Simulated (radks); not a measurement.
Species: Rh I. Configuration: [Kr] 4d8 5s1. Method: scalar-relativistic Kohn-Sham, PBE, spin-unpolarised, spherical densities, finite nucleus; Fermi nuclear charge, rms radius 4.4945 fm; computed with a radial shooting solver on a logarithmic mesh with Libxc functionals.

Normalised radial functions P(r) = r R(r), r in bohr:

```
   r/bohr * 3p, o 4s (the largest magnitude, 1.69, reaches the edge; | marks zero, & curves that meet)
 0.001521                             *o
 0.002062                             *o
 0.002817                             * o
 0.003848                             * o
 0.005215                             *  o
 0.007124                             |* o
 0.009656                             |*  o
  0.01319                             | * o
  0.01802                             |   &
  0.02442                             |  o  *
  0.03337                             | o      *
  0.04558                            o|           *
  0.06178                         o   |              *
   0.0844                      o      |              *
   0.1153                       o     |         *
   0.1563                            &|
   0.2135             *               |     o
   0.2893   *                         |         o
   0.3953  *                          |     o
     0.54           *           o     |
   0.7318            o        *       |
   0.9998           o               * |
    1.366                  o          *
    1.851                         o   *
    2.529                            o*
    3.455                             &
    4.682                             &
    6.397                             &
    8.669                             &
    11.84                             &
    16.18                             &
```

3p: eigenvalue -482.86 eV, 1 radial node at r = 0.153 bohr, <r> = 0.390 bohr, 90 % of the charge inside 0.588 bohr. 4s: eigenvalue -82.491 eV, 3 radial nodes at r = 0.0411, 0.165, 0.465 bohr, <r> = 0.980 bohr, 90 % of the charge inside 1.43 bohr.
